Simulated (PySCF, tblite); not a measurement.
Compound: C₆H₁₆Si₂.
Structure used (GFN2-xTB), in Å, numbered top down from 1:
```xyz
24
C6H16Si2 angstrom
C     -0.2342   -2.1178   -0.2088
Si    -0.3035   -0.4674   -1.1499
C     -2.0831    0.2123   -1.1132
Si    -2.7760    0.7723    0.5635
C      0.9180    0.7976   -0.4212
C      0.9873    0.8641    1.1175
C      2.3368    0.1381    1.0756
C      2.3925    0.3481   -0.4419
H     -0.8989   -2.8490   -0.6593
H     -0.5360   -1.9987    0.8277
H      0.7662   -2.5396   -0.2153
H      0.1000   -0.7051   -2.5537
H     -2.7409   -0.5558   -1.5195
H     -2.1451    1.0533   -1.8035
H     -2.6797   -0.3084    1.5504
H     -2.0435    1.9449    1.0467
H     -4.1905    1.1309    0.4077
H      0.7616    1.7730   -0.8858
H      0.1925    0.3565    1.6609
H      1.0677    1.8824    1.4958
H      3.1421    0.5945    1.6492
H      2.2600   -0.9111    1.3541
H      2.6164   -0.5371   -1.0348
H      3.0786    1.1416   -0.7348
```

Theory: PBE0/pcSseg-1 in PySCF (dipole) on a GFN2-xTB geometry, gas phase.

Take the most abundant isotopes and a rigid rotor. The values belong to one conformer with, in the numbering `[CH3:1][Si@@H:2]([CH2:3][SiH3:4])[CH:5]1[CH2:6][CH2:7][CH2:8]1`, C1–Si2–C3–Si4 67°, C1–Si2–C5–C6 -42°, Si2–C5–C6–C7 106°, C5–C6–C7–C8 11°, C6–C7–C8–C5 -11°, Si2–C5–C8–C7 -107°.

Task: Give the principal moments of inertia and the rotational constants in MHz.

Result: Ia = 249.92, Ib = 577.14, Ic = 666.14 u·Å²; 505379 MHz·u·Å²/I gives A = 2022, B = 875.7, C = 758.7 MHz.

Task: Classify the top.

Result: An asymmetric top. Ray's parameter κ = (2B − A − C)/(A − C) = -0.815; −1 is the prolate and +1 the oblate limit.

Task: What does the inertial defect say?

Result: Not planar: Δ = Ic − Ia − Ib = -160.92 u·Å². For a rigid frame Δ = −2 Σ m c², so Σ m c² = 80.46 u·Å² lies off the ab plane: 27.19 from hydrogen and 53.27 from heavier atoms. The atom farthest from that plane is 2.11 Å away.

Task: Give the other two planar moments, Paa and Pbb, and the rms extents of the mass along the axes.

Result: Paa = Σ m a² = (Ib + Ic − Ia)/2 = 496.68 and Pbb = Σ m b² = (Ia + Ic − Ib)/2 = 169.47 u·Å². With the mass M = 144.08 u, the rms extents √(P/M) along a, b and c are 1.86, 1.08, 0.75 Å.

Task: List the rotational levels J(Ka,Kc) to J = 5 (MHz).

Result: Above 0(0,0):
J = 1: 1(0,1) 1634, 1(1,1) 2781, 1(1,0) 2898
J = 2: 2(0,2) 4894, 2(1,2) 5932, 2(1,1) 6283, 2(2,1) 9723, 2(2,0) 9731
J = 3: 3(0,3) 9764, 3(1,3) 10655, 3(1,2) 11356, 3(2,2) 14626, 3(2,1) 14668, 3(3,1) 20656, 3(3,0) 20656
J = 4: 4(0,4) 16219, 4(1,4) 16942, 4(1,3) 18110, 4(2,3) 21157, 4(2,2) 21281, 4(3,2) 27209, 4(3,1) 27212, 4(4,1) 35629, 4(4,0) 35629
J = 5: 5(0,5) 24232, 5(1,5) 24788, 5(1,4) 26532, 5(2,4) 29309, 5(2,3) 29592, 5(3,3) 35406, 5(3,2) 35417, 5(4,2) 43820, 5(4,1) 43820, 5(5,1) 54647, 5(5,0) 54647
The levels of one J sum to (2J + 1)J(J + 1)(A + B + C)/3.

Task: Which lines would a microwave search look for?

Result: The dipole components are |μa| = 0.29 D, |μb| = 0.08 D, |μc| = 0.06 D. The squared components, which scale the intensities, stand as 1.00 : 0.07 : 0.05 (a : b : c). Some lines, for components of 0.1 D or more:

```json
{"type": "a", "branch": "Q", "J(Ka,Kc)": "2(1,1) ← 2(1,2)", "MHz": "351", "lower level (cm⁻¹)": "0.198"}
{"type": "a", "branch": "Q", "J(Ka,Kc)": "3(1,2) ← 3(1,3)", "MHz": "702", "lower level (cm⁻¹)": "0.355"}
{"type": "a", "branch": "Q", "J(Ka,Kc)": "4(1,3) ← 4(1,4)", "MHz": "1167", "lower level (cm⁻¹)": "0.565"}
{"type": "a", "branch": "R", "J(Ka,Kc)": "1(0,1) ← 0(0,0)", "MHz": "1634", "lower level (cm⁻¹)": "0.000"}
{"type": "a", "branch": "Q", "J(Ka,Kc)": "5(1,4) ← 5(1,5)", "MHz": "1744", "lower level (cm⁻¹)": "0.827"}
{"type": "a", "branch": "R", "J(Ka,Kc)": "2(1,2) ← 1(1,1)", "MHz": "3152", "lower level (cm⁻¹)": "0.093"}
{"type": "a", "branch": "R", "J(Ka,Kc)": "2(0,2) ← 1(0,1)", "MHz": "3260", "lower level (cm⁻¹)": "0.055"}
{"type": "a", "branch": "R", "J(Ka,Kc)": "2(1,1) ← 1(1,0)", "MHz": "3386", "lower level (cm⁻¹)": "0.097"}
{"type": "a", "branch": "R", "J(Ka,Kc)": "3(1,3) ← 2(1,2)", "MHz": "4722", "lower level (cm⁻¹)": "0.198"}
{"type": "a", "branch": "R", "J(Ka,Kc)": "3(0,3) ← 2(0,2)", "MHz": "4869", "lower level (cm⁻¹)": "0.163"}
{"type": "a", "branch": "R", "J(Ka,Kc)": "3(2,2) ← 2(2,1)", "MHz": "4903", "lower level (cm⁻¹)": "0.324"}
{"type": "a", "branch": "R", "J(Ka,Kc)": "3(2,1) ← 2(2,0)", "MHz": "4937", "lower level (cm⁻¹)": "0.325"}
{"type": "a", "branch": "R", "J(Ka,Kc)": "3(1,2) ← 2(1,1)", "MHz": "5073", "lower level (cm⁻¹)": "0.210"}
{"type": "a", "branch": "R", "J(Ka,Kc)": "4(1,4) ← 3(1,3)", "MHz": "6287", "lower level (cm⁻¹)": "0.355"}
{"type": "a", "branch": "R", "J(Ka,Kc)": "4(0,4) ← 3(0,3)", "MHz": "6455", "lower level (cm⁻¹)": "0.326"}
{"type": "a", "branch": "R", "J(Ka,Kc)": "4(2,3) ← 3(2,2)", "MHz": "6531", "lower level (cm⁻¹)": "0.488"}
{"type": "a", "branch": "R", "J(Ka,Kc)": "4(3,2) ← 3(3,1)", "MHz": "6553", "lower level (cm⁻¹)": "0.689"}
{"type": "a", "branch": "R", "J(Ka,Kc)": "4(3,1) ← 3(3,0)", "MHz": "6556", "lower level (cm⁻¹)": "0.689"}
{"type": "a", "branch": "R", "J(Ka,Kc)": "4(2,2) ← 3(2,1)", "MHz": "6613", "lower level (cm⁻¹)": "0.489"}
{"type": "a", "branch": "R", "J(Ka,Kc)": "4(1,3) ← 3(1,2)", "MHz": "6753", "lower level (cm⁻¹)": "0.379"}
{"type": "a", "branch": "R", "J(Ka,Kc)": "5(1,5) ← 4(1,4)", "MHz": "7846", "lower level (cm⁻¹)": "0.565"}
{"type": "a", "branch": "R", "J(Ka,Kc)": "5(0,5) ← 4(0,4)", "MHz": "8014", "lower level (cm⁻¹)": "0.541"}
{"type": "a", "branch": "R", "J(Ka,Kc)": "5(2,4) ← 4(2,3)", "MHz": "8153", "lower level (cm⁻¹)": "0.706"}
{"type": "a", "branch": "R", "J(Ka,Kc)": "5(4,2) ← 4(4,1)", "MHz": "8191", "lower level (cm⁻¹)": "1.188"}
{"type": "a", "branch": "R", "J(Ka,Kc)": "5(3,3) ← 4(3,2)", "MHz": "8197", "lower level (cm⁻¹)": "0.908"}
{"type": "a", "branch": "R", "J(Ka,Kc)": "5(3,2) ← 4(3,1)", "MHz": "8205", "lower level (cm⁻¹)": "0.908"}
{"type": "a", "branch": "R", "J(Ka,Kc)": "5(2,3) ← 4(2,2)", "MHz": "8311", "lower level (cm⁻¹)": "0.710"}
{"type": "a", "branch": "R", "J(Ka,Kc)": "5(1,4) ← 4(1,3)", "MHz": "8423", "lower level (cm⁻¹)": "0.604"}
```

Task: Estimate the classical rotational partition function at 25 K, 100 K and 298.15 K.

Result: Point group C1, symmetry number σ = 1; q = (√π/σ)·√((kT/h)³/(ABC)), k/h = 20836.6 MHz/K: 18200 at 25 K, 145000 at 100 K, 749000 at 298.15 K.

Its GFN2-xTB frequencies are all real (lowest 44 cm⁻¹). No vibrational averaging or centrifugal distortion is included, and the geometry carries the error of its method. A rigid rotor knows nothing of internal rotation, which can split or shift real lines.
